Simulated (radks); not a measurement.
The numbers below are computed, except where a source is named.
Fractional charge and spin in the 4p shell of ruthenium: the spin-up occupation runs from 2 to 3 and the spin-down occupation from 2 to 3; the fullest corner is Ru3+, [Ar] 3d10 4s2 4d(up 2.5, down 2.5) 4p(up 3, down 3). Level of theory: scalar-relativistic Kohn-Sham, PBE, spin-polarised, spherical densities, point nucleus (a radial shooting solver on a logarithmic mesh with Libxc functionals). Energy (eV) above the fullest corner. The planes named below are the two flat planes that join the four corners, with an edge along up + down = one added electron.

| down \ up | 2 | 2.25 | 2.5 | 2.75 | 3 |
|---|---|---|---|---|---|
| 2 | 196.086 | 167.632 | 140.293 | 114.056 | 88.908 |
| 2.25 | 167.632 | 140.367 | 114.201 | 89.122 | 65.117 |
| 2.5 | 140.293 | 114.201 | 89.194 | 65.258 | 42.379 |
| 2.75 | 114.056 | 89.122 | 65.258 | 42.448 | 20.679 |
| 3 | 88.908 | 65.117 | 42.379 | 20.679 | 0.000 |

Corners above the fullest one (they belong to Ru4+ and the next ion): (up 3, down 2) 88.908 eV, (up 2, down 3) 88.908 eV, (up 2, down 2) 196.09 eV. With half an added electron in each spin the energy lies 0.286 eV from the planes, and with half an added electron in spin up alone -2.204 eV. The planes are only a guide here: the flat-plane condition holds for ground states with one frontier orbital, while this shell lies below other occupied shells, so the corners above the fullest one are inner-hole states and not the ground states of those ions.
